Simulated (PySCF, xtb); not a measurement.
CH4BClO2, SMILES COB(O)Cl.

GFN2-xTB in xtb at its own geometry gives an orbital gap of 6.71 eV and a dipole moment of 3.19 D.

Geometry: PBE0-D3(BJ)/def2-SVP. Other conformers were not sampled.

### Question
What does B3LYP/def2-TZVP run with PySCF give? (An estimate is asked for; the answer gives what the named calculation found.)

### Answer
gap 8.89 eV (levels -8.53 and 0.36 eV), dipole 1.87 D.
